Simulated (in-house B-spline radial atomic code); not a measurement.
Ionisation energies along the 58-electron series, configuration [Xe] 4f4, as differences of self-consistent energies. NIST's values go from ground level to ground level; the uncertainty of those that are theory runs from under 0.1 % in few-electron ions to several per cent in heavy many-electron ones. Computed with an all-electron radial atomic-structure program (B-spline basis): non-relativistic Hartree-Fock, average of the configuration, point nuclei.

This level leaves out relativity, spin-orbit splitting included, which matters for heavy ions.

```csv
ion,configuration after,ionisation energy (eV),IE/(q+1)² (eV),-ε less Coulomb ΔSCF (eV),tabulated value (eV),computed minus tabulated (eV)
Nd2+,[Xe] 4f3,22.05,2.4496,4.1346,22.09,-0.04
Pm3+,[Xe] 4f3,42.00,2.6253,4.16,41.17,0.83
Sm4+,[Xe] 4f3,64.55,2.582,4.1815,62.7,1.85
```

How far is this level of theory from the measured and semi-empirical values?

Over those 3 rows the differences run from -0.0433 to +1.85 eV (mean absolute value 0.91 eV). The calculation leaves out relativity, correlation and, in open shells, the multiplet splittings that an average leaves out.
